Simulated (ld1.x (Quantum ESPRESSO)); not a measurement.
Zn (Z = 30): TM pseudisation with PBE, scalar-relativistic reference atom.

| Quantity | Value |
| --- | --- |
| Element | Zn |
| Generator | ld1.x (Quantum ESPRESSO) 7.5 |
| Type | norm-conserving Troullier–Martins (Kleinman–Bylander form) |
| Functional | PBE |
| Relativity | scalar-relativistic |
| Frozen core | [Ne] |
| Valence charge | 20 |
| Reference configuration | 3s2 3p6 3d10 4s1 4p0 (charge +1) |
| Partial waves | 3s (bound): rc 0.85 bohr; 3p (bound): rc 0.95 bohr; 3d (bound): rc 1.10 bohr |
| Local potential | all-electron potential smoothed inside 0.85 bohr (lloc = -2) |
| Core correction | a·sin(br)/r model core inside 0.70 bohr |

Occupied shells without a wave of their own: 4s. They enter only through the test configuration that unscreens the potential, and ld1.x also counts them in the model core charge.

All-electron outer shells of the reference configuration (PBE, scalar-relativistic, ld1.x):

| shell | level (eV) | outermost node (bohr) | outermost maximum (bohr) |
| --- | --- | --- | --- |
| 2p | -1013.55 | – | 0.15 |
| 3s | -138.90 | 0.28 | 0.59 |
| 3p | -93.08 | 0.25 | 0.59 |
| 3d | -19.76 | – | 0.57 |
| 4s | -14.00 | 0.84 | 1.99 |
| 4p | -7.78 | 0.91 | 2.55 |

(1) Estimate the cutoffs (Ry, on a coarse ladder) from which the occupation-weighted sum of valence levels, in a spherical-Bessel basis at the reference potential, stays within 10 and 1 mRy of its value at 400 Ry.

(2) What does a ghost test show?

(3) Tests: 3s2 3p6 3d10 4s2 4p0; 3s2 3p6 3d10 4s0 4p0; 3s2 3p6 3d9 4s0 4p0; 3s2 3p6 3d9 4s2 4p1; 3s1 3p6 3d10 4s2 4p0; 3s2 3p6 3d10 4s1.5 4p0; 3s2 3p5 3d10 4s2 4p0. Which has the largest error in its energy relative to the reference configuration, and how large is it?

## Answers

(1) 230 Ry and over 300 Ry.

(2) No extra level below or beside the all-electron valence levels (s, p, d, f tested).

(3) 3s2 3p6 3d9 4s2 4p1, with -352 meV (all-electron minus pseudo) on +2.36 eV.

ld1.x takes every shell without a wave as core, so the model core holds the 4s electrons as well and exchange and correlation see them twice. This cancels in the reference configuration, but the file is broken for other ones, and its errors say nothing about a proper core correction.
